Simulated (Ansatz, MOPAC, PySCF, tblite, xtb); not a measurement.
Scan of Ga₂O, singlet: map of symmetric stretch and bend. Scanned: O-Ga bond length and Ga-O-Ga angle.

Levels of theory: GFN2-xTB, 300 K electronic temperature (tblite); RHF/cc-pVDZ (PySCF); PBE0/cc-pVDZ (PySCF); r2SCAN/cc-pVDZ (PySCF); RKS-PBE/cc-pVDZ = restricted PBE/cc-pVDZ (Ansatz, a program for electronic structure); PM6, restricted, heats of formation (MOPAC); PM7, restricted, heats of formation (MOPAC); GFN1-xTB (xtb); RKS-B3LYP/6-31G* = PySCF with restricted B3LYP/6-31G*, spherical d; RKS-LDA (SVWN5)/6-31G* = PySCF 2.14.0 with restricted LDA (SVWN5)/6-31G*, spherical d; RHF/LANL2DZ = restricted Hartree-Fock/LANL2DZ, with its core potentials past Ne in PySCF.

Energies in kcal/mol at chosen points (x: O-Ga bond length (Å); y: Ga-O-Ga angle (°)), relative to x = 1.73, y = 180:

```tsv
method	(2, 154.09)	(2, 102.27)	(2.46, 145.45)	(1.91, 119.55)	(2, 102.27)	(2, 102.27)	(2.37, 154.09)
GFN2-xTB	8.6	26.0	69.0	12.5	26.0	26.0	54.0
RHF	15.7	26.2	103.1	9.5	26.2	26.2	85.5
PBE0	8.2	14.7	81.9	2.4	14.7	14.7	67.0
r2SCAN	8.4	14.0	80.6	2.2	14.0	14.0	66.2
RKS-PBE/cc-pVDZ	1.4	7.7	64.8	-2.2	7.7	7.7	51.8
PM6	24.4	39.2	138.0	17.6	39.2	39.2	117.0
PM7	26.6	29.4	128.3	14.0	29.4	29.4	108.9
GFN1-xTB	-8.8	3.6	34.0	-2.6	3.6	3.6	22.3
RKS-B3LYP/6-31G*	5.6	11.1	74.4	-0.3	11.1	11.1	60.5
RKS-LDA (SVWN5)/6-31G*	10.0	12.9	81.2	1.7	12.9	12.9	67.2
RHF/LANL2DZ	25.0	42.6	109.3	22.6	42.6	42.6	92.4
```
